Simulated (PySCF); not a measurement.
A side-by-side comparison of computed properties.

First species: C7H9NOSi.
Numbering: `[CH2:1]=[CH:2][Si@H:3]1[CH:4]=[CH:5][C:6]([NH:7][CH:8]=[O:9])=[CH:10]1` (hydrogens: H11, H12 on C1; H13 on C2; H14 on Si3; H15 on C4; H16 on C5; H17 on N7; H18 on C8; H19 on C10)

Second species: C7H9NOSi.
Z-matrix (Å and degrees, GFN2-xTB geometry), rows numbered from 1:
```
N 
C   1  1.1487
C   2  1.4051  1  174.52
C   3  1.3427  2  125.35  1  -171.07
C   4  1.4530  3  125.06  2    -1.38
C   5  1.3462  4  119.56  3   176.24
C   6  1.4951  5  127.41  4   177.85
Si  7  1.9018  6  110.56  5   -14.58
C   8  1.9070  7   98.21  6    35.85
O   5  1.3581  4  112.43  3    -5.35
H   3  1.0829  2  114.15  1     8.19
H   4  1.0805  3  119.18  2   178.95
H   6  1.0813  5  116.71  4    -1.97
H   7  1.0957  6  108.87  5   106.91
H   7  1.0919  6  108.52  5  -138.68
H   8  1.4635  7  111.34  6   -79.57
H   8  1.4625  7  112.50  6   152.30
H   9  1.0899  8  113.84  7  -170.75
H   9  1.0979  8  111.15  7    67.94
```

Levels: PBE0/pcSseg-1 for HOMO energy, LUMO energy and HOMO–LUMO gap. Geometries: GFN2-xTB. All species are isolated and taken at one optimised geometry, non-relativistic unless stated; the electronic structure was computed with PySCF and density fitting.

The conformers computed, where there is a choice (atom-mapped SMILES and torsion angles):
- `[CH2:1]=[CH:2][Si@H:3]1[CH:4]=[CH:5][C:6]([NH:7][CH:8]=[O:9])=[CH:10]1`: C1–C2–Si3–C4 121°, C5–C6–N7–C8 -3°, C6–N7–C8–O9 0°

The conformers of `N#C/C=C\C1=CC[SiH2]CO1` aren't listed.

Values for the first species:

```
HOMO energy   : -6.40 eV
LUMO energy   : -1.58 eV
HOMO–LUMO gap : 4.82 eV
```

Problem. Estimate the same properties for the second species, and the change in each.

Solution. 
```tsv
property	first	second	second less first
HOMO energy	-6.40 eV	-6.58 eV	-0.18 eV
LUMO energy	-1.58 eV	-1.74 eV	-0.16 eV
HOMO–LUMO gap	4.82 eV	4.84 eV	+0.02 eV
```

